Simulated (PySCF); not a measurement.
Species: C5H9NOSi.
SMILES with atom numbers: `[CH3:1][O:2][SiH2:3][C@@H:4]1[CH2:5][C@H:6]1[C:7]#[N:8]`

Structure used (GFN2-xTB), in Å, numbered top down from 1:
```xyz
17
C5H9NOSi angstrom
C      3.2086   -0.3018    0.4828
O      1.8163   -0.3218    0.4131
Si     0.8283    0.7865   -0.2242
C     -0.8515    0.0144    0.0974
C     -1.8119   -0.2181   -1.0239
C     -2.0640    0.9078   -0.0604
C     -3.1213    0.7775    0.8740
N     -3.9690    0.6554    1.6350
H      3.5296   -1.1526    1.0842
H      3.5626    0.6222    0.9444
H      3.6449   -0.3805   -0.5154
H      0.9677    2.0900    0.4383
H      1.0570    0.9821   -1.6621
H     -0.9143   -0.6959    0.9136
H     -1.5186    0.0508   -2.0272
H     -2.4659   -1.0769   -0.9736
H     -1.9058    1.9224   -0.4060
```

Definitions: NICS(0) = −σiso at the ring centroid; NICS(1) = −σiso and NICS(1)zz = −σzz at ±1 Å along the ring normal z. Level: GIAO PBE0/pcSseg-1 (PySCF, non-relativistic, gas phase) on the GFN2-xTB geometry, one conformer.

Ring bond lengths (Å), with Mayer bond orders in brackets: C4–C5 1.495 (0.96), C5–C6 1.503 (0.92), C6–C4 1.514 (0.89).

Q: Give the NICS values of each ring in ppm.

A: 
```
    ring                                            type  NICS(0)  NICS(1), two faces  NICS(1)zz, two faces  rms pucker (Å)  centre to ring atoms, mean (Å)
C4–C5–C6  3-membered carbocycle; formal bonds all single    -46.1         -9.9 / -8.3         -24.3 / -22.4            0.00                            0.87
```

Q: What do they say, and how far can they be read as aromaticity?

A: 
- C4–C5–C6: mean NICS(1)zz -23.4 ppm, shielded. C4, C5, C6 have four or more neighbours, so the value isn't read as a sign of a π ring current. NICS(0) lies 37 ppm below the mean NICS(1).

Q: At the first NICS(1) probe listed for ring C4–C5–C6, 1 Å off the ring, how large is the induced field along the normal in 1 T applied along it?

A: NICSzz × B0 = -24.3 ppm × 1 T = -24 μT, against the applied field.

Q: How shielded are the nuclei of the rings and their hydrogens (means over atoms taken as equivalent)?

A: 
```
atoms                   environment  σ isotropic (ppm)  principal values of the symmetric part, first atom (ppm)
   C4   sp3 carbon bound to silicon              179.1                                       145.8, 177.3, 214.3
   C5    three-membered-ring carbon              169.6                                       143.4, 164.9, 200.4
   C6  sp3 carbon next to a nitrile              188.3                                       162.3, 173.9, 228.7
  H14              methine hydrogen              31.17                                          24.6, 29.2, 39.7
  H15            methylene hydrogen              30.95                                          25.5, 27.3, 40.0
  H16            methylene hydrogen              30.41                                          25.1, 26.8, 39.3
  H17              methine hydrogen              31.09                                          23.8, 29.1, 40.4
```
